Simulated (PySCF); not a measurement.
Isomers of C6H9F3O2, from PySCF 2.14.0, PBE0-D3(BJ)/def2-SVP geometry optimisation, gas phase. One conformer each, no zero-point energy, no frequencies.

Question: Which is lower in electronic energy at this level?
A. `[CH3:1][O:2]/[C:3]([CH3:4])=[CH:5]/[CH2:6][O:7][C:8]([F:9])([F:10])[F:11]` with C1–O2–C3–C4 180°, C3–C5–C6–O7 81°, C5–C6–O7–C8 82°: A = 2084, B = 541.6, C = 498.9 MHz, dipole 2.98 D
B. `[CH3:1][O:2][C:3](=[O:4])[C@H:5]([CH3:6])[CH2:7][C:8]([F:9])([F:10])[F:11]` with C1–O2–C3–O4 1°, O2–C3–C5–C6 -103°, C3–C5–C7–C8 -75°: A = 1651, B = 728.8, C = 624.4 MHz, dipole 2.44 D

Answer: B. That is `COC(=O)[C@H](C)CC(F)(F)F`, 32.8 kcal/mol below the other.

| SMILES | mapped SMILES | E (Eh) | relative (kcal/mol) | relative (kJ/mol) | dipole (D) |
| --- | --- | --- | --- | --- | --- |
| COC(=O)[C@H](C)CC(F)(F)F | [CH3:1][O:2][C:3](=[O:4])[C@H:5]([CH3:6])[CH2:7][C:8]([F:9])([F:10])[F:11] | -682.85818 | 0.0 | 0.0 | 2.44 |
| CO/C(C)=C/COC(F)(F)F | [CH3:1][O:2]/[C:3]([CH3:4])=[CH:5]/[CH2:6][O:7][C:8]([F:9])([F:10])[F:11] | -682.80590 | 32.8 | 137.2 | 2.98 |

As drawn, the lower has a C=O bond and a C(=O)–O unit, which the higher lacks; the higher has a C=C bond outside aromatic rings, which the lower lacks.
